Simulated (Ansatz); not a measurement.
`[Cl][Al]([Cl])[I]` and `[NH2][Al]([Cl])[Cl]` differ in one atom or group.

Ansatz, PBE0-D4/def2-TZVP geometries, multiplicity 1. Each molecule was computed in one conformer, which needn't be the lowest.

Elements past krypton have def2 core potentials.  Spin–orbit coupling is left out; it splits and shifts lone-pair levels of the heavy atoms by tenths of an eV.

| property | `[Cl][Al]([Cl])[I]` |
| --- | --- |
| size of the dipole moment (B3LYP/def2-TZVPP) / D | 0.57 |
| size of the dipole moment (ωB97M-V/def2-TZVPP) / D | 0.47 |
| HOMO–LUMO gap (ωB97M-V/def2-TZVPP) / eV | 10.56 |
| zero-point energy (PBE0-D4/def2-TZVP) / kJ/mol | 11.1 |
| LUMO energy (ωB97M-V/def2-TZVPP) / eV | 0.24 |
| HOMO energy (ωB97M-V/def2-TZVPP) / eV | -10.32 |

Task: Give the same properties after the change, and the shifts. (An estimate is asked.)

Result: Computed: 
```tsv
property	`[NH2][Al]([Cl])[Cl]`	shift
size of the dipole moment (B3LYP/def2-TZVPP) / D	2.31	1.74
size of the dipole moment (ωB97M-V/def2-TZVPP) / D	2.30	1.83
HOMO–LUMO gap (ωB97M-V/def2-TZVPP) / eV	11.46	0.90
zero-point energy (PBE0-D4/def2-TZVP) / kJ/mol	76.5	65.4
LUMO energy (ωB97M-V/def2-TZVPP) / eV	1.05	0.81
HOMO energy (ωB97M-V/def2-TZVPP) / eV	-10.41	-0.09
```

With PBE0 the HOMO rises by 0.18 eV and the LUMO rises by 0.91 eV, so the gap widens by about 0.73 eV. PBE moves the HOMO by 0.44 eV and ωB97M-V by -0.09 eV. The zero-point energy changes by 65.4 kJ/mol with +6 modes. Dipoles are sizes alone; their direction can turn.

B3LYP here is the variant with VWN-RPA as its local correlation; programs differ in this.
